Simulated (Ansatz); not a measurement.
Reaction (SMILES): [BH2] (BH2) → B atom + 2 H atom
B3LYP-D3(BJ)/def2-TZVP geometries, fixed; electronic energies without zero-point terms.

Basis-set convergence of the atomisation energy at B2PLYP with Ansatz (a program for electronic structure). Cartesian d functions, on some or all atoms, in 6-31G*, 6-31+G*, 6-31G**; all else is spherical. Cores are frozen. Open shells are unrestricted. No added dispersion term, no relativity. Functions are those of the species that has most. Reference: the value in aug-cc-pV5Z, 173.10 kcal/mol, itself unsure by roughly 0.09 kcal/mol (its mean distance from pcseg-4, aug-pcseg-3, aug-cc-pVQZ). Deviations are taken from unrounded values.

```
basis              functions  atomisation energy (kcal/mol)  minus reference (kcal/mol)
-----------------  ---------  -----------------------------  --------------------------
pcseg-0                   13                         163.77                       -9.33
6-31G*                    19                         169.41                       -3.69
6-31+G*                   23                         168.25                       -4.85
cc-pVDZ                   24                         166.99                       -6.11
pcseg-1                   24                         169.32                       -3.77
6-31G**                   25                         172.98                       -0.12
aug-pcseg-1               41                         169.46                       -3.64
def2-TZVP                 43                         171.20                       -1.90
def2-TZVPD                55                         171.29                       -1.80
cc-pVTZ                   58                         172.11                       -0.98
def2-TZVPP                59                         172.32                       -0.78
jun-cc-pV(T+d)Z           67                         172.09                       -1.01
6-311++G(3df,3pd)         75                         172.48                       -0.62
def2-QZVPP               117                         172.87                       -0.22
pcseg-3                  126                         173.12                        0.02
aug-cc-pVQZ              172                         172.94                       -0.15
aug-pcseg-3              183                         173.15                        0.05
cc-pV5Z                  201                         173.07                       -0.02
```
